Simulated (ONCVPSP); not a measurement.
Rb (Z = 37): one change to an ONCV potential, before and after

```
Element                 : Rb (Z = 37)
Generator               : ONCVPSP 4.0.1
Type                    : optimised norm-conserving Vanderbilt (ONCV)
Functional              : PBE
Relativity              : scalar-relativistic
Frozen core             : [Kr]
Valence charge          : 1
Reference configuration : 5s0.75 (charge +0.25)
Partial waves           : 5s: rc 4.00 bohr, ncon 4, nbas 9, qcut 1.7 1/bohr, 2 projectors, debl 2 Ha; p scattering state at 0.27 Ha: rc 4.25 bohr, ncon 4, nbas 8, qcut 1.6 1/bohr, 2 projectors, debl 3.4 Ha; d scattering state at 0.09 Ha: rc 3.90 bohr, ncon 3, nbas 6, qcut 2.3 1/bohr, 3 projectors, debl 0.6 Ha
Local potential         : polynomial inside 3.65 bohr (lpopt 5, dvloc0 4 Ha)
Core correction         : none
```

In the p channel the program set the typed energies aside and used 0.050, 3.450 Ha. In the d channel the program set the typed energies aside and used 0.050, 0.650, 1.250 Ha.

Change: core correction Teter function, fcfact 4, rcfact 1.4.

Cutoffs: the cutoffs (Ha) at which the residual kinetic energy of the hardest occupied pseudo-wave falls to 1 and 0.1 mHa per electron; they do not see the model core or the augmentation charge, which bear on the density cutoff. Errors are all-electron minus pseudo energies relative to the spin-unpolarised reference configuration.

Q: Predict the effect on cutoff, ghosts and configuration errors.

A: The potential gets neither clearly harder nor softer (1.1 Ha and 2.3 Ha → 1.1 Ha and 2.3 Ha); the number of tests with a reliable result goes from 3 to 4; of the 3 tests that both files solve, the error grows in 0 and shrinks in 3 by more than 15 % and 0.3 meV (median size 2.6 → 0.8 meV); neither file shows a bound ghost. Exchange and correlation are not linear in the density, so unscreening with the valence charge alone errs where core and valence overlap; a model core restores that term. A model core, the more so a compact one, raises the density cutoff, which this test does not measure.

```csv
quantity,base,changed
"cutoff, loose",1.1 Ha,1.1 Ha
"cutoff, tight",2.3 Ha,2.3 Ha
bound ghosts,none,none
GHOST(+) flags under 300 eV,"s at 64.8 eV, p at 94.5 eV, p at 170.5 eV","s at 64.8 eV, p at 94.5 eV, p at 170.5 eV"
tests with a reliable result,3 of 4,4 of 4
"error for 5s1, meV [ΔE -0.67 eV]",+2.4,-0.8
"error for 5s0.5, meV [ΔE 0.91 eV]",+7.3,+0.8
"error for 4d0.5 5s0.5, meV [ΔE 0.45 eV]",+2.6,-0.6
s: phases at 4.05 bohr within 0.05 rad from the reference energy up to (Ha; the scan ends near 5),0.7,0.7
p: phases at 4.32 bohr within 0.05 rad from the reference energy up to (Ha; the scan ends near 5),0.6,0.6
d: phases at 3.95 bohr within 0.05 rad from the reference energy up to (Ha; the scan ends near 5),4.2,4.2
```

Base: The cutoffs count occupied waves only; projector 2 of the s channel, the hardest unoccupied one, needs 19 Ha at the loose tolerance. Changed file: The cutoffs count occupied waves only; projector 2 of the s channel, the hardest unoccupied one, needs 19 Ha at the loose tolerance.
